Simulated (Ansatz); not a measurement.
Gas-phase electronic energies from Ansatz, PBE0-D4/def2-TZVP geometries. CCSD(T)/CBS adds triple-zeta CCSD(T) − MP2 to the extrapolated MP2 energy (def2 sets, frozen cores). This one scheme is used for every species, atoms too. For atomizations the MP2-based limit and the directly extrapolated one differ by several kJ/mol either way, and by 10 to 25 for some Ge, Se and Sn compounds, so smaller differences from it don't rank the levels. Functionals use def2-TZVPP. Open shells (•) are unrestricted, without spin–orbit coupling. Spin–orbit coupling would lower the free atoms: a little for C, F; strongly for Sn. Elements past krypton have def2 core potentials. Bonds to Sn are less sure, by a few kJ/mol each and by 10 to 20 or more in all where they break to atoms, as the def2 sets lack core-valence functions. Each species was taken in one conformer, which may not be the lowest.

`C[NH][Sn]([F])([F])[F]` → C• + 3 F• + 4 H• + N• + Sn•  (atomization)

Task: What is ΔE at CCSD(T)/CBS? (Best estimate.)

Result: Computed: +37.10 eV.

Task: What do these levels give: ωB97X-V, CAM-B3LYP, MP2/def2-SVP, MP2/def2-TZVPP, CCSD(T)/def2-TZVPP, SCS-MP2/def2-QZVPP? (Best estimate.)

Result: Ansatz gave: ωB97X-V 36.98, CAM-B3LYP 36.75, MP2/def2-SVP 35.00, MP2/def2-TZVPP 36.69, CCSD(T)/def2-TZVPP 35.67, SCS-MP2/def2-QZVPP 37.23 eV.

Largest T1 diagnostic among the species: 0.014.

At CCSD(T), def2-SVP lies −3.21 eV from the extrapolated value and def2-TZVPP −1.43 eV: correlation converges slowly with the basis, and small sets miss more of it in the bonded molecule than in its fragments. From PBE to PBE0 (25 % exact exchange), in def2-TZVPP and without D4, ΔE moves by −1.27 eV: exact exchange takes away binding that semilocal exchange gives to molecules.
